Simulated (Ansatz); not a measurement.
`[NH2][Ge][Br]` + H–F → `[F][Ge][Br]` + NH₃  (ligand exchange at a Ge–N bond)

Program: Ansatz. Geometries: PBE0-D4/def2-TZVP. ΔE: electronic, gas phase. CBS: MP2 limit from def2 TZ/QZ plus the TZ coupled-cluster correction, frozen cores. This one scheme is used for every species. DFT in def2-TZVPP. B3LYP here is the variant with VWN-RPA as its local correlation; programs differ in this. HSE06 is defined as in plane-wave codes. For Br, Ge outer-core shells are correlated without core-valence functions, which leaves a few kJ/mol of doubt a bond. Scalar relativity is left out up to krypton. One conformer a species, not always the lowest.

| level | ΔE (kcal/mol) |
| --- | --- |
| B3LYP-D4 | -10.8 |
| r2SCAN0-D4 | -9.1 |
| HSE06-D4 | -8.8 |
| HF/CBS(def2) | -11.9 |

(1) What does CCSD(T)/CBS give? (An estimate is asked.)

(2) What do rigid-rotor, harmonic-oscillator terms from PBE0-D4/def2-TZVP frequencies (298.15 K, 1 bar) make of the CCSD(T)/CBS value? (Best estimate.)

Largest T1 diagnostic among the species: 0.012.

Answers

(1) The calculation gave: -7.9 kcal/mol. The listed levels differ from it by -2.9, -1.2, -0.9, -4.0 kcal/mol.

(2) Computed: ΔZPE = +0.7 kcal/mol, ΔH = -7.3 kcal/mol, ΔS = 11 J/(mol·K), ΔG = -8.1 kcal/mol.

In def2-TZVPP, CCSD(T) changes the Hartree–Fock value by +3.3 kcal/mol (the triples alone add +0.3 kcal/mol) and MP2 by +4.3 kcal/mol. Leaving LDA and LC-ωPBE aside and taking each functional with its dispersion term where it has one, the values, not all of them listed here, spread over 4.8 kcal/mol, from B97M-V to PBE-QIDH. LDA lies +3.1 kcal/mol from PBE without D4. The D4 term adds +1.3 kcal/mol with B3LYP and +0.7 kcal/mol with PBE0; it sums over pairs of atoms, weighted by their polarisabilities, and B3LYP, whose exchange is more repulsive, gets the larger term.
